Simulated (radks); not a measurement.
The numbers below are computed, except where a source is named.
Initial-state core-level shifts of the chlorine ion Cl+ when its valence configuration changes from [Ne] 3s2 3p4. Code: a radial shooting solver on a logarithmic mesh with Libxc functionals. Model: non-relativistic Kohn-Sham, BLYP, spin-polarised, spherical densities, point nucleus; open shells are filled with parallel spins first. Shifts are changes of the shell-averaged eigenvalues in eV (positive: less bound); the change of the density at the nucleus, which sets a Mossbauer isomer shift, is in e/bohr^3, on a base of 3228.

valence          1s      2s      2p  density at nucleus
3s1 3p5      -1.274  -1.283  -1.262            -12.3650
3p6          -2.615  -2.628  -2.585            -25.2955
3s1.5 3p4.5  -0.641  -0.645  -0.635             -6.1617
3s0.5 3p5.5  -1.995  -2.000  -1.968            -18.8107
